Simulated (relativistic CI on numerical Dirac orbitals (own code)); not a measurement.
# Cr6+ in a cubic cluster: 2p photoemission with charge transfer

Computed with a charge-transfer multiplet model of a cubic metal-ligand cluster with up to 2 ligand holes, Slater and spin-orbit integrals from Dirac-Coulomb-Breit ions, Slater integrals scaled by 0.8. The ground state mixes d0 with configurations of k ligand holes L, whose averages lie at kΔ + k(k − 1)U_dd/2; a core hole lowers each added d electron by U_cd. 300 K, Lorentzian 0.6 eV and Gaussian 0.8 eV FWHM.

Atomic integrals in eV (Slater integrals scaled, ζ unscaled), ground: F2dd 9.377, F4dd 5.906, zeta_d 0.039; with the core hole: F2dd 9.377, F4dd 5.906, zeta_d 0.067, zeta_core 5.617, F2cd 6.891, G1cd 5.439, G3cd 3.098. Where a configuration has fewer than two d electrons, the dd integrals are those of d2.

Cluster parameters (eV): U_dd = 5.4, U_cd = 6.9, 10Dq = 0.9, 10Dq(ligand) = 0.8, V(eg) = 3.4, V(t2g) = -1.53, final-state hopping factor = 1.

```
     Case   n_d    d0   d1L  d2L2     S
Δ = -2 eV  1.08  0.18  0.55  0.26  0.00
Δ = -1 eV  1.01  0.22  0.55  0.23  0.00
 Δ = 1 eV  0.88  0.29  0.53  0.17  0.00
```

Weights, n_d and S are thermal averages at 300 K. Binding energies count from the first peak over 30 % of the highest in each spectrum, which can be another peak from case to case. The parameters are a model scan and need not match a compound or its usual spin state. Peaks in eV (height, largest 100):
- Δ = -2 eV: 0.0 (100), 9.0 (37), 17.1 (5)
- Δ = -1 eV: 0.0 (100), 5.5 (5), 9.1 (38), 16.7 (6)
- Δ = 1 eV: 0.0 (100), 5.8 (6), 9.1 (37), 15.2 (6), 16.2 (6)

A d0 ion has no d-d gap: its lowest excitations are ligand-to-metal charge transfer. With the core hole the configuration with one ligand hole lies at Δ − U_cd = -8.9, -7.9, -5.9 eV from the one without, in the order of the table; where this is negative the screened configuration lies lower, though the effective hopping of about 7.2 eV (from the holes of the mixed ground state) mixes the two strongly wherever it is as large as the gap.

With at most 2 ligand holes the space is cut while the next configuration still counts, so covalency is underestimated, and a final configuration with one more ligand hole, which can lie low, is missing from the spectra.
